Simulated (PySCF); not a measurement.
Coordinates in bohr (charge 0 multiplicity 1):
```
Ir    0.0000    0.0000    0.0000
H     2.9301    0.0000    0.0000
H    -1.4651    2.5376    0.0000
H    -1.4651   -2.5376    0.0000
```

Computed with PySCF, PBE0, basis Ir x2c-TZVPall, H x2c-TZVPall (spin-free X2C, no spin–orbit coupling, density fitting).

This geometry of IrH₃ is a stationary point at this level.

(1) What is the point group?

(2) Is it a minimum?

(3) List the harmonic modes with their infrared intensities.

(4) What are the dipole moment and the gap between the highest occupied and lowest empty levels?

## Answers

(1) D3h.

(2) No: it has 1 imaginary mode, at 1336i cm⁻¹ (a2'').

(3) 
```json
{"symmetry": "a2''", "ω (cm⁻¹)": "1336i", "IR (km/mol, summed over degenerate members)": "–", "type": "bend"}
{"symmetry": "e'", "ω (cm⁻¹)": "1184", "IR (km/mol, summed over degenerate members)": "21.7", "type": "bend"}
{"symmetry": "e'", "ω (cm⁻¹)": "2336", "IR (km/mol, summed over degenerate members)": "288", "type": "stretch"}
{"symmetry": "a1'", "ω (cm⁻¹)": "2353", "IR (km/mol, summed over degenerate members)": "0.0", "type": "stretch"}
```

(4) 0.00 D and 2.69 eV.

Only a few start shapes were tried, so a lower isomer may exist. At this level a singlet minimum of C3v symmetry lies 174 kJ/mol below this structure. Spin–orbit coupling, left out here, can matter for elements this heavy.
